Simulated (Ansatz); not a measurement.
A made-up structure of NH$_{2}$Te, doublet:

```xyz
4
angstrom
N 1.5101 -0.0886 0.8392
Te -0.2473 0.1014 -0.0324
H -1.4194 -1.0964 0.1855
H -0.3654 0.9371 -1.4965
```

It is relaxed with PBE-D4/def2-SVP and then PBE0-D4/def2-TZVP (Ansatz 0.2.0). Atoms count as bonded within 1.22 times the sum of their covalent radii (H–H: 0.88 Å). The end point is not checked to be a true minimum.

Problem. Does its bonding change? (Judge from chemistry; the calculation decides.)

Solution. By the calculation: No: no bond forms or breaks.

Where it ends: The first stage lowers the energy by 0.96 eV in 6 steps. It ends as NH₂Te ([N][TeH2]):
```tsv
atom	x (Å)	y (Å)	z (Å)
N1	1.4415	-0.1800	0.6857
Te2	-0.3356	0.3879	0.2587
H3	-1.2471	-1.0129	-0.0330
H4	-0.3808	0.6584	-1.4155
```

Labels in which every atom is bracketed show which atoms are joined, not bond orders.

For scale, one of the runs: PBE0-D4/def2-TZVP relaxation, 93 basis functions, launched by `ansatz run in.yaml --threads 2 --pin off --events-out ev --progress --plain --max-ram 4352MiB`. The run took about 32 s on 2 CPU threads of an Intel Xeon Platinum 8259CL (shared host).
